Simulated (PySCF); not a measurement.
## Fractional electron number in Pd (palladium, neutral)

The 4d beta orbital of [Kr] 4d10 is emptied in steps (occupation f), with all orbitals relaxed, ending at [Kr] 4d9. Computed with PySCF 2.14 in def2-TZVP with the def2 core potential (28 electrons), with scalar relativity through the core potential. The exact energy is a straight line in f; departures are measured from the line between the end points of the same method.

| f | UHF (eV) | LDA (eV) | PBE (eV) | PBE0 (eV) | r2SCAN (eV) | LC-wPBE (eV) | BHandHLYP (eV) | wB97X (eV) | M06-2X (eV) | MN15 (eV) |
| --- | --- | --- | --- | --- | --- | --- | --- | --- | --- | --- |
| 1 | 0.000 | 0.000 | 0.000 | 0.000 | 0.000 | 0.000 | 0.000 | 0.000 | 0.000 | 0.000 |
| 0.75 | 0.435 | -0.990 | -0.963 | -0.616 | -0.899 | -0.084 | -0.278 | -0.143 | -0.297 | -0.487 |
| 0.5 | 0.547 | -1.336 | -1.297 | -0.829 | -1.205 | -0.120 | -0.384 | -0.198 | -0.407 | -0.654 |
| 0.25 | 0.388 | -1.014 | -0.983 | -0.628 | -0.909 | -0.096 | -0.297 | -0.155 | -0.314 | -0.493 |
| 0 | 0.000 | 0.000 | 0.000 | 0.000 | 0.000 | 0.000 | 0.000 | 0.000 | 0.000 | 0.000 |

```csv
method,E(f=0) − E(f=1) (eV),−ε at f=1 (eV),−ε at f=0.5 (eV)
UHF,6.285,8.749,6.157
LDA,9.186,3.974,9.122
PBE,8.719,3.648,8.666
PBE0,8.349,5.103,8.317
r2SCAN,8.399,3.672,8.368
LC-wPBE,8.205,7.792,8.173
BHandHLYP,7.981,6.553,7.930
wB97X,8.376,7.652,8.344
M06-2X,8.448,6.911,8.404
MN15,8.672,6.105,8.657
```

Orbital energy along the path (eV):

```json
{"f": "1", "UHF": "-8.749", "LDA": "-3.974", "PBE": "-3.648", "PBE0": "-5.103", "r2SCAN": "-3.672", "LC-wPBE": "-7.792", "BHandHLYP": "-6.553", "wB97X": "-7.652", "M06-2X": "-6.911", "MN15": "-6.105"}
{"f": "0.75", "UHF": "-7.342", "LDA": "-6.498", "PBE": "-6.112", "PBE0": "-6.681", "r2SCAN": "-5.996", "LC-wPBE": "-7.953", "BHandHLYP": "-7.201", "wB97X": "-7.970", "M06-2X": "-7.622", "MN15": "-7.357"}
{"f": "0.5", "UHF": "-6.157", "LDA": "-9.122", "PBE": "-8.666", "PBE0": "-8.317", "r2SCAN": "-8.368", "LC-wPBE": "-8.173", "BHandHLYP": "-7.930", "wB97X": "-8.344", "M06-2X": "-8.404", "MN15": "-8.657"}
{"f": "0.25", "UHF": "-5.163", "LDA": "-11.843", "PBE": "-11.301", "PBE0": "-9.999", "r2SCAN": "-10.801", "LC-wPBE": "-8.438", "BHandHLYP": "-8.734", "wB97X": "-8.765", "M06-2X": "-9.246", "MN15": "-9.979"}
{"f": "0", "UHF": "-4.328", "LDA": "-14.654", "PBE": "-14.009", "PBE0": "-11.730", "r2SCAN": "-13.277", "LC-wPBE": "-8.746", "BHandHLYP": "-9.627", "wB97X": "-9.235", "M06-2X": "-10.197", "MN15": "-11.308"}
```

Reference removal energy between the ground levels: 8.337 eV (measured; NIST Atomic Spectra Database, ionization energies). The calculation has no spin-orbit coupling. UHF lacks correlation.
